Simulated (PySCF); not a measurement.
C3H3ClF2, SMILES C(/C)(=C(\Cl)F)F.

Geometry optimised at B3LYP-D3(BJ)/def2-SVP.

These are PySCF with PBE/def2-TZVP values and carry that method's errors.

Isolated molecule, no solvent.

```
Quantity                                                                                                        Value
---------------------------------------------------------------------------------------------  ----------------------
total energy                                                                                       -775.60033 hartree
point group                                                                                                        Cs
highest occupied level                                                                                       -5.79 eV
lowest empty level                                                                                           -0.76 eV
orbital gap                                                                                                   5.03 eV
dipole moment                                                                                                  1.65 D
quadrupole, principal values (traceless, Buckingham form, about the centre of nuclear charge)  -5.36, -0.59, 5.95 D·Å
mean static polarisability                                                                       52.3 bohr³ (7.75 Å³)
polarisability, principal values                                                               35.5, 47.1, 74.4 bohr³
```
